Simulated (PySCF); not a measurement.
Electronic structure of Au⁷⁰⁺ (gold, charge +70) at the UHF level

Configuration: [He] 2s2 2p5, 2P determinant. Computed with PySCF 2.14 in an even-tempered Gaussian basis (18 s from 50 bohr⁻², ratio 2.2; 13 p from 65 bohr⁻², ratio 2.2; 5 d from 250 bohr⁻², ratio 2.4; 5 f from 380 bohr⁻², ratio 2.4; 4 g from 570 bohr⁻², ratio 2.4), with scalar relativity by spin-free X2C-1e.

* Total energy: -12109.217570 hartree
* One-electron energy: -12716.2967 hartree
* Hartree (Coulomb) energy: 747.8674 hartree
* Exchange energy: -140.7883 hartree
* ⟨S²⟩: 0.7500
* ⟨L²⟩: 2.000
* Sum of ⟨r⟩: 0.4795 bohr
* Sum of ⟨r²⟩: 0.03547 bohr²
* Traceless quadrupole moment −½Σ⟨3z² − r²⟩ along its main axis: 0.00188 e·bohr²

```json
{"shell": "1s α", "electrons": "1", "mean orbital energy (eV)": "-88143.1", "spread (eV)": "0", "rms radius, mean of both spins (bohr)": "0.0190"}
{"shell": "1s β", "electrons": "1", "mean orbital energy (eV)": "-88108.9", "spread (eV)": "0", "rms radius, mean of both spins (bohr)": "0.0190"}
{"shell": "2s α", "electrons": "1", "mean orbital energy (eV)": "-20867.2", "spread (eV)": "0", "rms radius, mean of both spins (bohr)": "0.0752"}
{"shell": "2s β", "electrons": "1", "mean orbital energy (eV)": "-20797.6", "spread (eV)": "0", "rms radius, mean of both spins (bohr)": "0.0752"}
{"shell": "2p α", "electrons": "3", "mean orbital energy (eV)": "-19029.6", "spread (eV)": "45.678", "rms radius, mean of both spins (bohr)": "0.0685"}
{"shell": "2p β", "electrons": "2", "mean orbital energy (eV)": "-18991.8", "spread (eV)": "0", "rms radius, mean of both spins (bohr)": "0.0685"}
```

Spin-orbit coupling, absent here, splits the open shell strongly.

Densities and radii are taken from the X2C orbitals without a picture-change correction, which distorts them close to the nucleus.

Spin-orbit constants ζ (cm⁻¹) from the X2C one-electron operator on these orbitals: bare nucleus, nucleus screened by l(l+1)(2l+1)/3 electrons, and screened by the Breit-Pauli mean field of the electrons.

```csv
shell,bare,screened nucleus,mean field
2p,9581000,9339000,9276000
```

To first order the Landé constant is A = -9276000 cm⁻¹, so the lowest level has J = 3/2 and lies 575 eV below the centre of the term. First order in ζ underestimates the shift of the j = l − 1/2 level at high Z.
